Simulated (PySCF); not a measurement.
Lu³⁹⁺: ionisation energy

Lu³⁹⁺ [Ar] 3d10 4s2 4p2 [4p1/2^2, M_J = 0] → Lu⁴⁰⁺ [Ar] 3d10 4s2 4p1 [4p1/2^1, M_J = 1/2], as a difference of total energies. Computed with PySCF 2.14 in an even-tempered Gaussian basis (16 s from 4.6 bohr⁻², ratio 2.8; 13 p from 5.9 bohr⁻², ratio 2.8; 8 d from 11 bohr⁻², ratio 2.8; 4 f from 26 bohr⁻², ratio 3), with the two-component X2C-1e Hamiltonian. Correlated levels: [Ne] frozen; the 72 highest virtual spinors dropped. "Screened" scales the spin-orbit matrix elements by Boettger's factors to mimic the two-electron term; Breit and QED terms are absent.

| method | ionisation energy (eV) |
| --- | --- |
| GHF (spin-free) | 1820.6 |
| GMP2 (spin-free) | 1821.8 |
| GHF (screened spin-orbit) | 1869.2 |
| GMP2 (screened spin-orbit) | 1870.8 |

Breit and QED terms and the two-electron picture change are absent.

The spin-free rows relax to the high-spin LS determinant and lack the spin-orbit shift.

The labels give the starting determinants; with spin-orbit coupling the two ends relaxed to ⟨J²⟩ = 0.00, ⟨L²⟩ = 1.37, ⟨S²⟩ = 1.37 and ⟨J²⟩ = 0.75, ⟨L²⟩ = 2.05, ⟨S²⟩ = 0.79.

For comparison: 1875 ± 4 eV (theoretical estimate listed by NIST; NIST Atomic Spectra Database, ionization energies).
